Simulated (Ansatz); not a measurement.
Species: CH5N2, charge 1, singlet. CH5N2+ (SMILES NC=[NH2+]).
B3LYP-D3(BJ)/def2-TZVP minimum from Ansatz (a program for electronic structure):
```xyz
8

N      1.1557     0.2043     0.0467
C      0.0000    -0.3991     0.1500
N     -1.1557     0.1227    -0.1696
H      1.2550     1.1500    -0.2980
H      2.0016    -0.2754     0.3174
H      0.0002    -1.4138     0.5313
H     -1.2553     1.0614    -0.5330
H     -2.0015    -0.4167    -0.0573
```
Charge +1, spin multiplicity 1.

Total energies in cc-pVDZ, 18 correlated electrons, 3 frozen orbitals. Radicals and triplets start from unrestricted determinants; spin-orbit coupling is neglected. Correlated methods leave the cores frozen. No relativity.

```csv
method,program,energy (Eh),minus CCSDT(Q) (mEh)
HF,Ansatz,-149.48459,505.84
MP2,Ansatz,-149.94437,46.07
CCSD,Ansatz,-149.97409,16.34
CCSD(T),Ansatz,-149.98862,1.82
CCSDT(Q),Ansatz,-149.99044,0.00
```

Rough core times of Ansatz's runs on a shared machine: CCSD(T) under 20 s, CCSDT(Q) 4 min.
